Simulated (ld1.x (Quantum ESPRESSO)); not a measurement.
## aluminium (Al): excitation energies, all-electron against RRKJ

| Item | Value |
| --- | --- |
| Element | aluminium |
| Generator | ld1.x (Quantum ESPRESSO) 7.5 |
| Type | norm-conserving RRKJ (Kleinman–Bylander form) |
| Functional | Wu–Cohen |
| Relativity | scalar-relativistic |
| Frozen core | [Ne] |
| Valence charge | 3 |
| Reference configuration | 3s2 3p0 (charge +1) |
| Partial waves | 3p (bound, empty): rc 2.60 bohr; 3s (bound): rc 1.45 bohr |
| Local potential | the s channel |
| Core correction | a·sin(br)/r model core, default radius (core density twice the valence density) |

Energies are relative to the spin-unpolarised reference configuration 3s2 3p0; without spin polarisation the order of configurations can differ from experiment.

| valence configuration | charge | ΔE all-electron (eV) | error AE − PS (meV) |
| --- | --- | --- | --- |
| 3s2 3p1 | 0 | -5.738 | +4.5 |
| 3s1 3p0 | +2 | 19.192 | 0.0 |
| 3s2 3p0.5 | +0.5 | -3.667 | +1.7 |
| 3s2 3p1.3 | -0.3 | -6.302 | +5.8 |
| 3s1 3p1 | +1 | 5.801 | -11 |

Problem. What are ΔE and the potential's error for 3s1 3p2?

Solution. ΔE = -0.609 eV all-electron; the error (AE − PS) is -8.5 meV.

Problem. What are ΔE and the potential's error for 3s0 3p3?

Solution. ΔE = 4.676 eV all-electron; the error (AE − PS) is -40 meV.

Levels in the configuration 3s0 3p3:

```
level  all-electron (eV)  pseudo (eV)
   3p             -3.862       -3.866
```
